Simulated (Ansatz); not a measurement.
A run for Ansatz (a quantum-chemistry and plane-wave program): R-B3LYP/def2-TZVPPD on HF (SMILES F) with ghost functions, monomers drawn apart or pushed together. Files ending in .json are basis or fitting sets from the Basis Set Exchange.

Ansatz 0.2 input:
```yaml
crystal:
  periodic: [false, false, false]
  atoms:
    - {symbol: F, position_ang: [0.01193039, 0.26962672, 2.77340592]}
    - {symbol: H, position_ang: [0.02217107, 0.23337482, 1.81194138]}
basis:
  gaussian:
    orbitals: def2-TZVPPD.json
    ghost_atoms:
      - {symbol: N, position_ang: [0.03820228, 0.17655272, 0.30490449]}
      - {symbol: H, position_ang: [-0.23874454, -0.74046460, -0.02745915]}
      - {symbol: H, position_ang: [-0.60024194, 0.85723204, -0.09151782]}
      - {symbol: H, position_ang: [0.96518207, 0.37179989, -0.05658345]}
hamiltonian:
  xc: {name: B3LYP}
scf: {lower_state_search: off}
```

It printed:

```
WARN ansatz: RAYON_NUM_THREADS=2 ignored (pool sized by the plan → 2); use --threads N
Functional definition: B3LYP
these checks for a lower state are left out or cut short: stability, starts, cluster_reference, orbital_swaps, neighbouring_geometries, increment
integrals: 0.03 GiB planned
589 factors; their error is unknown
mean field: 0.39 GiB planned
mean field evaluation 1: about -2732.9967 eV, gradient 3.3e1 eV
mean field evaluation 2: about -2729.8707 eV, gradient 5.9e1 eV
mean field evaluation 4: about -2734.5680 eV, gradient 2.1e-1 eV
mean field evaluation 8: about -2734.5745 eV, gradient 1.0e-2 eV
mean field -2734.57454434 eV, -100.4937609432 hartree, gradient 5.0e-6 eV, S^2 0.000000; 0 other end points of the search recorded, 0 dependent functions left out
reference -2734.57471836 eV, -100.4937673385 hartree; 5, 5 occupied and 140, 140 virtual orbitals, 589 factors
Total energy: -2734.57471836 eV, -100.4937673385 hartree
Checks for a lower state left out: stability, starts, cluster_reference, orbital_swaps, neighbouring_geometries, increment
```

Self-consistency was reached.

Cost: about 0.7 core-seconds (a rough figure).
